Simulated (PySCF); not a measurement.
Z-matrix (Å, degrees):
```
Ta
O 1 1.9007
H 2 0.9681 1 144.48
O 1 1.9157 2 113.11 3 -1.37
H 4 0.9715 1 142.27 2 179.35
C 1 2.2067 2 115.91 3 -98.49
H 6 1.1045 1 113.84 2 -52.57
H 6 1.1081 7 108.69 1 -123.11
H 6 1.1100 7 107.35 8 -116.27
C 1 2.2075 2 115.97 3 95.59
H 10 1.1045 1 113.88 2 52.51
H 10 1.1081 11 108.70 1 123.23
H 10 1.1100 11 107.32 12 116.22
C 1 2.2122 2 98.92 3 178.50
H 14 1.1057 1 114.80 2 179.82
H 14 1.1089 15 107.67 1 -122.09
H 14 1.1089 15 107.70 16 -115.91
```
Charge 0, multiplicity 1.

Task: Predict the charge on the central atom (Mulliken), HOMO–LUMO gap and LUMO from TPSSh-D3(BJ)/def2-TZVP // TPSS-D3(BJ)/def2-SVP run with PySCF 2.14.0.

Result: 
```yaml
charge on the central atom (Mulliken): 1.30 e
HOMO–LUMO gap: 4.88 eV
LUMO: -1.47 eV
```
